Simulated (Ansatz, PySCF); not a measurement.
Pulling on the K1–F2 bond in KF (multiplicity 1 held). Energies count from the point at 2.202 Å.


R- and RO- levels are restricted; in cc, def2 and unpolarised 6-31G sets they are followed outwards from rest.

Cores are frozen in the correlated methods. Rows in 6-31G* carry no dispersion term and start afresh at each structure (6-31G* with six Cartesian d functions); the Pople sets are all-electron and without relativity. MP2/6-31G* freezes PySCF's default core, which is smaller on s-block atoms.

The values were computed with Ansatz (an electronic-structure program); PySCF for 6-31G* rows. 

Energies in kcal/mol.

```tsv
R (Å)	R-r2SCAN/def2-TZVPPD	R-B3LYP/def2-TZVPPD	R-MP2/6-31G*	R-SCS-MP2/def2-TZVPPD
1.761	36.4	37.6	43.6	46.0
1.982	6.5	7.0	6.9	10.3
2.202	0.0	0.0	0.0	0.0
2.422	3.2	2.9	4.7	1.2
2.642	10.1	9.5	13.3	6.8
2.972	21.7	20.9	27.5	17.5
3.303	32.6	31.7	40.9	27.9
3.853	47.4	46.4	59.9	42.5
4.404	58.4	57.4	75.6	53.9
5.064	67.6	66.9	89.9	64.3
5.945	75.3	75.3	102.6	74.5
7.046	81.1	81.7	113.3	83.4
8.807	86.2	87.7	125.7	93.0
```

Doubts at one or more of the structures used: a restricted determinant that unrestricted orbitals would lower (R-r2SCAN/def2-TZVPPD, R-B3LYP/def2-TZVPPD, R-MP2/6-31G*, R-SCS-MP2/def2-TZVPPD).
